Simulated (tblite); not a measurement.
C6H7FNSi (doublet state).
Numbering: `[CH2:1]=[CH:2][c:3]1[cH:4][c:5][cH:6][n:7]1[SiH2:8][F:9]` (hydrogens: H10, H11 on C1; H12 on C2; H13 on C4; H14 on C6; H15, H16 on Si8)

A start from a force field or distance geometry was refined with GFN2-xTB geometry optimisation, gas phase (tblite). Values at the start:

```
  coordinate    start
       C1=C2  1.335 Å
      C1–H10  1.078 Å
      C1–H11  1.087 Å
       C2–C3  1.457 Å
      C2–H12  1.081 Å
       C3–C4  1.385 Å
       C3–N7  1.355 Å
       C4–C5  1.390 Å
      C4–H13  1.067 Å
       C5–C6  1.401 Å
       C6–N7  1.346 Å
      C6–H14  1.074 Å
      N7–Si8  1.800 Å
      Si8–F9  1.701 Å
     Si8–H15  1.484 Å
    C1–C2–C3   115.9°
    C2–C3–N7   124.2°
    C3–C4–C5   108.4°
    C3–N7–C6   111.5°
    C4–C3–N7   106.4°
    C4–C5–C6   106.7°
   C6–N7–Si8   122.3°
   N7–Si8–F9   108.5°
 C1–C2–C3–C4       2°
C6–N7–Si8–F9      10°
```

How do these coordinates change at the GFN2-xTB level?

```csv
coordinate,GFN2-xTB (Å or °),change
Si8–F9,1.603,-0.098
N7–Si8,1.742,-0.058
C5–C6,1.350,-0.051
C6–N7,1.385,+0.039
C3–N7,1.387,+0.032
Si8–H15,1.453,-0.031
C2–C3,1.437,-0.020
C1–H11,1.076,-0.011
C4–C5,1.395,+0.005
C6–H14,1.069,-0.005
C1=C2,1.331,-0.004
C2–H12,1.084,+0.003
C1–H10,1.075,-0.003
C4–H13,1.070,+0.003
C3–C4,1.383,-0.002
C1–C2–C3,125.6,+9.7
N7–Si8–F9,103.9,-4.6
C3–N7–C6,107.6,-3.9
C4–C5–C6,110.4,+3.7
C3–C4–C5,105.5,-2.9
C2–C3–N7,121.6,-2.6
C6–N7–Si8,124.9,+2.6
C4–C3–N7,109.0,+2.6
C6–N7–Si8–F9,0,-10
C1–C2–C3–C4,-2,-4
```

The energy falls by 50.0 kJ/mol over 65 L-BFGS steps, the largest force on an atom goes from 3.37 to 0.009 eV/Å, and the atoms move by 0.153 Å rms after alignment. The bond that changes most is Si8–F9 (ends: silicon bonded to F, N and 2 H; fluorine bonded to Si), which shortens by 0.098 Å. Bonds longer at the end by more than 0.005 Å: 3 of 16; shorter: 6. Among the dihedrals that turn most is C6–N7–Si8–H16, from 126° to 114°. Rotational constants go from 2438, 1031, 732.0 to 2375, 1084, 751.3 MHz.

Time: 0.38 s. Hardware: one thread, Arm Neoverse V2 (aarch64), no GPU, shared host with 96 logical CPUs at a one-minute load of 28.

Its GFN2-xTB frequencies are all real (lowest 52 cm⁻¹).

One conformer stands for the species.

All values are computed, not measured.
